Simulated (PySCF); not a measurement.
# Threshold energies of TiF in a plasma

CCSD(T) in PySCF with def2-TZVPPD on every atom, for the lowest determinant that a PBE0 search found; no spin–orbit coupling.

```
species  state (unpaired electrons)  Re (Å)  ωe (cm⁻¹)  energy of the minimum from the neutral (eV)  De (eV)     dissociates to
    TiF         quartet (σ ↑, δ ↑↑)   1.790        702                                         0.00     5.52   Ti (3d2 4s2) + F
   TiF⁺              triplet (δ ↑↑)   1.733        805                                         6.80     5.47  Ti⁺ (3d2 4s1) + F
   TiF⁻          triplet (π ↑, δ ↑)   1.897        552                                        -0.99     3.26  Ti (3d2 4s2) + F⁻
```

Q: Work out the lowest energy to break TiF into atoms, from its vibrational ground state.

A: D0 = De − ωe/2 = 5.52 − 0.04 = 5.48 eV (CCSD(T)/def2-TZVPPD).

Q: Work out the ionisation energy of the Ti atom at this level and the threshold of dissociative ionisation.

A: IE(Ti) = 6.80 + 5.47 − 5.52 = 6.75 eV, so Ti⁺ (3d2 4s1) + F + e⁻ appears at D0 + IE(Ti) = 12.23 eV (CCSD(T)/def2-TZVPPD). The measured IE(Ti) is 6.828 eV (NIST ASD).

Q: Work out the electron affinity of the F atom and the threshold of dissociative attachment.

A: EA(F) = 5.52 − 3.26 − (-0.99) = 3.25 eV, so Ti (3d2 4s2) + F⁻ needs D0 − EA(F) = 2.23 eV (CCSD(T)/def2-TZVPPD). The measured EA(F) is 3.401 eV.

Q: At which energy does ion-pair formation open?

A: Ti⁺ + F⁻ lies at D0 + IE(Ti) − EA(F) = 8.98 eV (CCSD(T)/def2-TZVPPD).

These are thermodynamic thresholds; the onsets seen under electron impact lie higher where the geometry changes, and cross-sections peak well above them.

Correlated steps freeze 6 core orbitals. UHF and ROHF references stand side by side, which adds small steps between rows. For an ion De counts to the pair picked by the measured ionisation energies or electron affinities, which need not be the lowest pair at this level. With d or f electrons several states lie close, and the lowest PBE0 determinant need not be the measured ground state.
